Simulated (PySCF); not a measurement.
BFH2O, SMILES OBF. Geometry optimised at B3LYP-D3(BJ)/def2-TZVP. Other conformers were not sampled.

TDDFT-LC-ωPBE/def2-SVPD run with PySCF puts the lowest singlet excitations at 8.47, 9.50, 9.69, 10.13, 10.47, 10.75 eV.

Question: What are the lowest excitation roots from ADC(2)/aug-cc-pVDZ run with PySCF? (An estimate is asked for; the answer gives what the named calculation found.)

Answer: 8.54, 8.74, 8.81, 9.50, 10.01, 10.13 eV. S1 differs by 0.07 eV (second minus first; roots are paired by order, and the bases may differ).
